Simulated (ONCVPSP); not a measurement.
# Configuration tests for platinum (ONCV)

* Element: platinum
* Generator: ONCVPSP 4.0.1
* Type: optimised norm-conserving Vanderbilt (ONCV)
* Functional: PBE
* Relativity: scalar-relativistic
* Frozen core: [Kr] 4d10 4f14
* Valence charge: 18
* Reference configuration: 5s2 5p6 5d9 6s1
* Partial waves: 5s+6s: rc 1.25 bohr, ncon 4, nbas 9, qcut 7.7 1/bohr, 2 projectors; 5p: rc 1.65 bohr, ncon 4, nbas 7, qcut 10.4 1/bohr, 3 projectors, debl 3.4 Ha; 5d: rc 1.86 bohr, ncon 3, nbas 7, qcut 8.1 1/bohr, 2 projectors, debl 0.7 Ha
* Local potential: polynomial inside 1.05 bohr (lpopt 5, dvloc0 2 Ha)
* Core correction: none

Energies are relative to the spin-unpolarised reference configuration 5s2 5p6 5d9 6s1; without spin polarisation the order of configurations can differ from experiment.

```json
{"valence configuration": "5s2 5p6 5d9 6s0", "charge": "+1", "ΔE all-electron (eV)": "9.194", "error AE − PS (meV)": "-3.8"}
{"valence configuration": "5s2 5p6 5d8 6s0", "charge": "+2", "ΔE all-electron (eV)": "29.160", "error AE − PS (meV)": "-4.8"}
{"valence configuration": "5s2 5p6 5d7 6s0", "charge": "+3", "ΔE all-electron (eV)": "61.377", "error AE − PS (meV)": "-13"}
```

**Question.** What are ΔE and the potential's error for 5s2 5p5 5d9 6s1?

**Answer.** ΔE = 62.152 eV all-electron; the error (AE − PS) is -115 meV.
